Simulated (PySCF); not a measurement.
Isomers of CH2B2. All species are isolated molecules in the gas phase. Strings in code marks are SMILES.

Quantity: vertical ionisation energy (energy after one electron is removed minus that of the parent at the parent's geometry), in eV.

Level 1: PBE-D3(BJ)/def2-TZVP // B3LYP-D3(BJ)/def2-TZVP (PySCF)
Level 2: PBE/6-31G* // B3LYP-D3(BJ)/def2-TZVP (PySCF)
Level 3: minus the HOMO energy of HF/STO-3G // B3LYP-D3(BJ)/def2-TZVP (PySCF)
Level 4: minus the HOMO energy of PBE-D3(BJ)/def2-TZVP // B3LYP-D3(BJ)/def2-TZVP (PySCF)

```
species   level 2  level 3  level 4
--------  -------  -------  -------
`B=C=B`      9.88     7.20     6.59
`B1=CB1`    10.47     8.52     6.97
```

Q: What does level 1 give for each?

A: 
- `B=C=B`: 10.05
- `B1=CB1`: 10.61
